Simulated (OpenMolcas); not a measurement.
# Multiconfigurational calculation on Se V

Input:

```
&GATEWAY
Coord
1

Se 0.0 0.0 0.0
Basis=ANO-RCC-VTZP
Group=XYZ
NoMove
AngMom=0.0 0.0 0.0
AMFI
&SEWARD
* reference wave functions (RASSCF and RASSI steps not shown): 2 electrons in 9 orbitals (RAS2 4s 4p; RAS3 4d, at most 2 electrons)
>>> COPY JOB001 $Project.JobIph
&CASPT2
Multistate=3 1 2 3
Frozen=3 6
IPEA=0.25
Imaginary=0.1
MaxIter=60
WThr=0.0 0.3 0.05
PrWF=0.5
NoMix
>>> COPY JOB002 $Project.JobIph
&CASPT2
Multistate=7 1 2 3 4 5 6 7
Frozen=3 6
IPEA=0.25
Imaginary=0.1
MaxIter=60
WThr=0.0 0.3 0.05
PrWF=0.5
NoMix
>>> COPY JOB003 $Project.JobIph
&CASPT2
Multistate=3 1 2 3
Frozen=3 6
IPEA=0.25
Imaginary=0.1
MaxIter=60
WThr=0.0 0.3 0.05
PrWF=0.5
NoMix
...
```

Output, cut to the results:

```
--- CASPT2 ---
Orbital specifications:
      -----------------------

      Symmetry species                           1   2
                                                ag  au
      Frozen orbitals                            3   6
      Inactive orbitals                          5   0
      Active orbitals                            6   3
      Secondary orbitals                         7  13
      Deleted orbitals                           0   0
      Number of basis functions                 21  22
Type of calculation                        MS-CASPT2
      Fock operator                              state-specific
      IPEA shift                                 0.25
      Real shift                                 0.00
      Imaginary shift                            0.10
      The input orbitals will be transformed to quasi-canonical
Reference energy:       -2423.2913451924
      E2 (Non-variational):      -0.0349725252
      Shift correction:          -0.0000094116
      E2 (Variational):          -0.0349819369
      Total energy:           -2423.3263271292
      Residual norm:              0.0000006685
      Reference weight:           0.99475
      Contributions to the CASPT2 correlation energy
      Active & Virtual Only:         -0.0007382042
      One Inactive Excited:          -0.0097260915
      Two Inactive Excited:          -0.0245082295
Reference energy:       -2423.2913451922
      E2 (Non-variational):      -0.0349725227
      Shift correction:          -0.0000094116
      E2 (Variational):          -0.0349819343
      Total energy:           -2423.3263271266
      Residual norm:              0.0000006685
      Reference weight:           0.99475
      Contributions to the CASPT2 correlation energy
      Active & Virtual Only:         -0.0007382041
      One Inactive Excited:          -0.0097260891
      Two Inactive Excited:          -0.0245082295
::    CASPT2 Root  1     Total energy:  -2423.32632713
::    CASPT2 Root  2     Total energy:  -2423.32632713
::    CASPT2 Root  3     Total energy:  -2423.32632713
::    MS-CASPT2 Root  1     Total energy:  -2423.32632713
::    MS-CASPT2 Root  2     Total energy:  -2423.32632713
::    MS-CASPT2 Root  3     Total energy:  -2423.32632713
--- CASPT2 ---
Orbital specifications:
      -----------------------

      Symmetry species                           1   2
                                                ag  au
      Frozen orbitals                            3   6
      Inactive orbitals                          5   0
      Active orbitals                            6   3
      Secondary orbitals                         7  13
      Deleted orbitals                           0   0
      Number of basis functions                 21  22
Type of calculation                        MS-CASPT2
      Fock operator                              state-specific
      IPEA shift                                 0.25
      Real shift                                 0.00
      Imaginary shift                            0.10
      The input orbitals will be transformed to quasi-canonical
Reference energy:       -2424.2579929072
      E2 (Non-variational):      -0.0411623645
      Shift correction:          -0.0000124853
      E2 (Variational):          -0.0411748498
      Total energy:           -2424.2991677570
      Residual norm:              0.0000007789
      Reference weight:           0.99353
      Contributions to the CASPT2 correlation energy
      Active & Virtual Only:         -0.0041657742
      One Inactive Excited:          -0.0120148418
      Two Inactive Excited:          -0.0249817486
Reference energy:       -2423.3073523791
      E2 (Non-variational):      -0.0331406458
      Shift correction:          -0.0000113330
      E2 (Variational):          -0.0331519789
      Total energy:           -2423.3405043580
      Residual norm:              0.0000000885
      Reference weight:           0.99485
      Contributions to the CASPT2 correlation energy
      Active & Virtual Only:         -0.0011404504
      One Inactive Excited:          -0.0078866309
      Two Inactive Excited:          -0.0241135645
::    CASPT2 Root  1     Total energy:  -2424.29916776
::    CASPT2 Root  2     Total energy:  -2423.34050436
::    CASPT2 Root  3     Total energy:  -2423.34050435
::    CASPT2 Root  4     Total energy:  -2423.34050369
::    CASPT2 Root  5     Total energy:  -2423.34049140
::    CASPT2 Root  6     Total energy:  -2423.34049951
::    CASPT2 Root  7     Total energy:  -2423.16939691
::    MS-CASPT2 Root  1     Total energy:  -2424.29924983
::    MS-CASPT2 Root  2     Total energy:  -2423.34050446
::    MS-CASPT2 Root  3     Total energy:  -2423.34050436
::    MS-CASPT2 Root  4     Total energy:  -2423.34050369
::    MS-CASPT2 Root  5     Total energy:  -2423.34049942
::    MS-CASPT2 Root  6     Total energy:  -2423.34049140
::    MS-CASPT2 Root  7     Total energy:  -2423.16931483
--- CASPT2 ---
Orbital specifications:
      -----------------------

      Symmetry species                           1   2
                                                ag  au
      Frozen orbitals                            3   6
      Inactive orbitals                          5   0
      Active orbitals                            6   3
      Secondary orbitals                         7  13
      Deleted orbitals                           0   0
      Number of basis functions                 21  22
Type of calculation                        MS-CASPT2
      Fock operator                              state-specific
      IPEA shift                                 0.25
      Real shift                                 0.00
      Imaginary shift                            0.10
      The input orbitals will be transformed to quasi-canonical
Reference energy:       -2423.8531608447
      E2 (Non-variational):      -0.0355096388
      Shift correction:          -0.0000085234
      E2 (Variational):          -0.0355181622
...
```

Levels above the lowest, from the spin-orbit matrix with the single-state CASPT2 energies, averaged by term, on its diagonal:

```tsv
Configuration	Term	J	E (cm-1)	Measured (cm-1)	g	Term weight %
4s2	1S	0	0.0	0.0		100
4s 4p	3P*	0	87023	89749		100
4s 4p	3P*	1	88463	91350	1.500	100
4s 4p	3P*	2	91630	94960	1.501	100
4s 4p	1P*	1	132921	131733	1.001	100
4p2	1D	2	209733	213203	1.057	89
4p2	3P	0	210080	211794		99
4p2	3P	1	212021	214091	1.501	100
4p2	3P	2	215685	218615	1.444	89
```

Against the 8 measured excited levels shown (the list in Rauch et al., Astron. Astrophys. 606, A105 (2017)) the mean absolute deviation is 2500 cm-1; the largest miss in energy is 4p2 1D2: computed 209733, measured 213203 cm-1 (-1.6 %), and the largest in proportion 4s 4p 3P* 2 (-3.5 %).

Active for correlation alone: 4d; no level in the range computed is led by a configuration that fills it, so any true level of that kind is missing. Some terms mix strongly with configurations of 4d, whose occupation reaches 0.21 (4p2 1D). Measured partners are found by configuration, term and J. A level has none where our copy of the source lacks it or the pairing is in doubt (some pairs that miss far off the trend of their configuration count as doubtful), and it then counts in no deviation. Only configurations of the active space appear. The first state left out of the spin-orbit step lies near 290000 cm-1 above the lowest spin-free state of the reference (among the parities and spins computed), and the list stops at four fifths of that energy or lower.

The term weight is that of the spin-free term in the level, not the purity of its configuration. * marks odd parity.
